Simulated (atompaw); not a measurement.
## PBE PAW (atompaw) dataset for Pb, scalar-relativistic all-electron reference.

```json
{
  "Element": "lead",
  "Generator": "atompaw 4.2.0.5",
  "Type": "PAW",
  "Functional": "PBE",
  "Relativity": "scalar-relativistic",
  "Frozen core": "[Xe] 4f14 5d10",
  "Valence charge": "4",
  "Reference configuration": "6s2 6p0 (charge +2)",
  "Partial waves": "6s (bound): rc 2.50 bohr; 6s channel at -1.4 Ry: rc 2.50 bohr; 6p (bound, empty): rc 2.50 bohr; 6p channel at -0.25 Ry: rc 2.50 bohr",
  "Local potential": "ultrasoft scheme with l = 2 at -0.5 Ry, radius 2.30 bohr",
  "Core correction": "smooth core density matched at 2.00 bohr",
  "Augmentation charge": "besselshape compensation charge, radius 1.72 bohr; PAW radius 2.50 bohr; waves and projectors: custom rrkj gramschmidtortho"
}
```

Poles of the logarithmic derivatives, all-electron (AE) and pseudo (PS). s: poles at -0.5 (AE) and -0.5 (PS) Ry. p: poles at 1.3 (AE) and 1.3 (PS) Ry. Test radius 2.51 bohr.

- Cutoffs needed: 6 Ry and 8 Ry (the cutoffs (Ry, on a coarse ladder) from which the occupation-weighted sum of valence levels, in a spherical-Bessel basis at the reference potential, stays within 10 and 1 mRy of its value at 400 Ry)
- Ghost test: no extra level below or beside the all-electron valence levels (s, p, d, f tested) (spherical-Bessel basis up to 400 Ry, 20 bohr box)
- Lowest eigenvalue of the overlap operator: 0.22 (s channel)
- Overlap eigenvalues printed by atompaw (projector basis): 0.0378, 0.37, 0.42, 2.65
- Share of each valence orbital outside the PAW sphere: 6s 29 %, 6p 58 %
